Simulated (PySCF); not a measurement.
Work out the structure from these simulated measurements.

Formula: C7H6O3.

* Dipole: 2.51 D [PBE0/pcSseg-1]
* NMR, other nuclei: isotropic shieldings of nuclei other than C and H, by class: -421 (1 O), -388 (1 O), 212 (1 O) ppm [GIAO PBE0/pcSseg-1]
* Rotational structure: rotational constants A, B, C: 2.663, 1.045, 0.754 GHz [GFN2-xTB]
* 1H NMR: chemical shifts (computed TMS as zero) by class: 6.66 (1 H), 6.65 (1 H), 6.28 (1 H), 4.39 (3 H) ppm [GIAO PBE0/pcSseg-1]
* 13C NMR: chemical shifts (computed TMS as zero) by class: 192.4 (1 C), 192.2 (1 C), 162.3 (1 C), 142.6 (1 C), 139.1 (1 C), 119.2 (1 C), 61.7 (1 C) ppm [GIAO PBE0/pcSseg-1]

The electronic properties come from PySCF, for the isolated species, density fitting. Levels stand in brackets. Isolated species at its GFN2-xTB geometry (one conformer only). Each NMR value is the plain mean over a class of atoms that symmetry, rotation or inversion makes alike.

Q: Give a SMILES that accounts for the data.

A: Numbering: `[CH3:1][O:2][C:3]1=[CH:4][C:5](=[O:6])[CH:7]=[CH:8][C:9]1=[O:10]`. Its formula, C7H6O3, gives 5 degrees of unsaturation: 1 ring and 4 π bonds in the structure found. 7 carbons fall into 7 classes; from least to most shielded: ketone carbonyl carbon [C5] (192.4 ppm), ketone carbonyl carbon [C9] (192.2 ppm), vinylic carbon bearing oxygen [C3] (162.3 ppm), alkene CH carbon [C7] (142.6 ppm), alkene CH carbon [C8] (139.1 ppm), alkene CH carbon [C4] (119.2 ppm), methoxy carbon [C1] (61.7 ppm). Hydrogen classes from least to most shielded: 1 H on an alkene CH carbon, C8 (6.66 ppm), 1 H on an alkene CH carbon, C7 (6.65 ppm), 1 H on an alkene CH carbon, C4 (6.28 ppm), 3 H on a methoxy carbon, C1 (4.39 ppm). The other shieldings belong to: -421 ppm, ketone oxygen [O6]; -388 ppm, ketone oxygen [O10]; 212 ppm, ether oxygen [O2]. The optimised geometry has point group Cs and is an asymmetric top. Structure: methoxybenzoquinone (`COC1=CC(=O)C=CC1=O`). Computed isomers that give other values at the same levels: `O=C1CO[C@H]1c1ccco1` (13C chemical shifts (computed TMS as zero) by class: 209.1 (1 C), 156.4 (1 C), 147.1 (1 C), 118.8 (1 C), 118.1 (1 C), 101.2 (1 C), 92.4 (1 C) ppm); `CC#C/C=C(/C=O)C(=O)O` (13C chemical shifts (computed TMS as zero) by class: 193.2 (1 C), 168.6 (1 C), 147.8 (1 C), 145.2 (1 C), 137.8 (1 C), 89.0 (1 C), 8.6 (1 C) ppm); `O=C(O)c1cccc(O)c1` (13C chemical shifts (computed TMS as zero) by class: 171.0 (1 C), 163.7 (1 C), 135.4 (1 C), 134.2 (1 C), 127.7 (1 C), 125.6 (1 C), 121.3 (1 C) ppm). The assignments are read from this structure; whether some other isomer fits the data as well wasn't checked.

Conformer computed: `[CH3:1][O:2][C:3]1=[CH:4][C:5](=[O:6])[CH:7]=[CH:8][C:9]1=[O:10]`: C1–O2–C3–C4 180°.
